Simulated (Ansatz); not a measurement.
Reaction (redistribution): `O[SiH2][SiH](O)O` + `CBS[SiH3]` → `O[SiH](O)S[SiH3]` + `CB[SiH2]O`

Isolated molecules relaxed with PBE0-D4/def2-TZVP in Ansatz; ΔE leaves out vibrations. CCSD(T)/CBS adds triple-zeta CCSD(T) − MP2 to the extrapolated MP2 energy (def2 sets, frozen cores). DFT in def2-TZVPP. Each species was taken in one conformer, which may not be the lowest.

```json
{"level": "PBE-D4", "ΔE (kJ/mol)": "36.4"}
{"level": "CAM-B3LYP-D4", "ΔE (kJ/mol)": "29.7"}
{"level": "ωB97X-V", "ΔE (kJ/mol)": "28.3"}
{"level": "PBE0", "ΔE (kJ/mol)": "32.2"}
{"level": "HF/def2-SVP", "ΔE (kJ/mol)": "28.4"}
{"level": "MP2/def2-TZVPP", "ΔE (kJ/mol)": "29.2"}
{"level": "HF/def2-QZVPP", "ΔE (kJ/mol)": "17.6"}
{"level": "CCSD/CBS(def2)", "ΔE (kJ/mol)": "25.0"}
```

Q: What does CCSD(T)/CBS give? (An estimate is asked.)

A: The calculation gave: +27.6 kJ/mol. The listed levels differ from it by 8.8, 2.1, 0.7, 4.6, 0.8, 1.6, -10.0, -2.6 kJ/mol.

Largest T1 diagnostic among the species: 0.013.

At CCSD(T), def2-SVP lies +17.1 kJ/mol from the extrapolated value and def2-TZVPP +2.2 kJ/mol. Leaving LDA and LC-ωPBE aside and taking each functional with its dispersion term where it has one, the values, not all of them listed here, spread over 11.3 kJ/mol, from BHLYP-D4 to PBE-D4.

CCSD(T)/CBS has its own doubt, a few kJ/mol and more with outer-core shells, so smaller differences from it don't rank the levels.
